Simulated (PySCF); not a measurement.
Electron correlation in Nb²⁺ (niobium, charge +2)

[Kr] 4d2 5s1, high-spin 4F determinant (an excited configuration). Calculation: PySCF 2.14, in x2c-TZVPPall with one added diffuse shell each of s, p, d, f type (9s7p7d3f1g, 95 functions); scalar relativity by spin-free X2C-1e. Frozen: [Kr]; 3 electrons correlated.

| level | correlation energy (mhartree) |
| --- | --- |
| CCSD | -15.13 |
| (T) | -0.10 |
| CCSD(T) | -15.23 |

Diagnostics: T1 = 0.0025, D1 = 0.0056, largest double amplitude 0.026.

Cost of the coupled-cluster step: of the order of 9 core-seconds, for 3 correlated electrons.

Iterations:

```
CC2 = 0
CCSD nocc = (np.int64(3), np.int64(0)), nmo = (77, 77)
frozen orbitals [[0, 1, 2, 3, 4, 5, 6, 7, 8, 9, 10, 11, 12, 13, 14, 15, 16, 17], [0, 1, 2, 3, 4, 5, 6, 7, 8, 9, 10, 11, 12, 13, 14, 15, 16, 17]]
max_cycle = 100
direct = 0
conv_tol = 1e-08
conv_tol_normt = 1e-06
diis_space = 8
diis_start_cycle = 0
Init t2, MP2 energy = -0.0118718803453912
Init E_corr(UCCSD) = -0.011871880346438
cycle = 1  E_corr(UCCSD) = -0.0143215492056771  dE = -0.00244966886  norm(t1,t2) = 0.0170455
cycle = 2  E_corr(UCCSD) = -0.0149000347269079  dE = -0.000578485521  norm(t1,t2) = 0.00521941
cycle = 3  E_corr(UCCSD) = -0.0151322482608843  dE = -0.000232213534  norm(t1,t2) = 0.00193622
cycle = 4  E_corr(UCCSD) = -0.015123119653008  dE = 9.12860788e-06  norm(t1,t2) = 0.00045096
cycle = 5  E_corr(UCCSD) = -0.0151254762715288  dE = -2.35661852e-06  norm(t1,t2) = 0.000108385
cycle = 6  E_corr(UCCSD) = -0.0151253700226113  dE = 1.06248917e-07  norm(t1,t2) = 1.09319e-05
cycle = 7  E_corr(UCCSD) = -0.0151254018502386  dE = -3.18276273e-08  norm(t1,t2) = 2.43176e-06
cycle = 8  E_corr(UCCSD) = -0.0151253841105122  dE = 1.77397264e-08  norm(t1,t2) = 3.95593e-07
cycle = 9  E_corr(UCCSD) = -0.0151253863493805  dE = -2.23886825e-09  norm(t1,t2) = 5.06825e-08
UCCSD converged
E(UCCSD) = -3816.435592948115  E_corr = -0.01512538634938046
UCCSD(T) correction = -9.62575079191475e-05
```
